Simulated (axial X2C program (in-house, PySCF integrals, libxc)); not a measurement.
**Levels of InCl⁺ by electron attachment to InCl²⁺ (EOM-EA-CCSD)**

Calculated with an axial X2C code built on PySCF integrals: two-component X2C with atomic mean-field Coulomb and Gaunt terms, Gaussian nuclei, basis In dyall-acv3z, Cl dyall-av3z with contracted cores.

R = 2.123 Å (0.920 times 2.308 Å, the PBE0 minimum at charge 1 for the lowest determinant).

Levels of InCl⁺ obtained by attaching an electron to InCl²⁺:

```csv
Ω,binding energy (eV),above lowest (cm⁻¹),attached spinor,one-particle weight
1/2,16.599,0,"44% In sσ, 30% In pσ, 19% Cl pσ",0.97
1/2,11.925,37696,"78% In pπ, 9% Cl dπ, 6% Cl pπ",0.96
3/2,11.675,39709,"78% In pπ, 9% Cl dπ, 6% Cl pπ",0.96
```

(1) What is the splitting of the first π pair in the table, and is it regular or inverted?

This point took 47 s on 1 thread of Intel(R) Xeon(R) Processor @ 2.30GHz, with other jobs on the host.

Reference electrons by ω block (each with its −ω partner): 1/2: 21, 3/2: 9, 5/2: 2. 18 electrons of InCl²⁺ correlated (inner shells frozen), 92 natural virtual spinors (a truncated set); levels can be off by some tenths of an eV. Roots sought by Ω: (1/2: 5, 3/2: 4, 5/2: 2, 7/2: 1); rows need 60 % one-particle weight and stop where some Ω has no more roots. Missing are any skipped roots, higher Ω and states of a further excitation; these come out far too high here and may in truth be low or lowest. T1 of the reference 0.024 (Lee–Taylor). The reference was not checked to be the lowest state of its species. Number of frozen shells: In 4 s, 3 p, 1 d; Cl 2 s, 1 p.

## Answers

(1) E(3/2) − E(1/2) = 39709 − 37696 = 2013 cm⁻¹ at EOM-EA-CCSD: regular, Ω = 1/2 lower. Splittings at this level can be off by ten to twenty per cent.
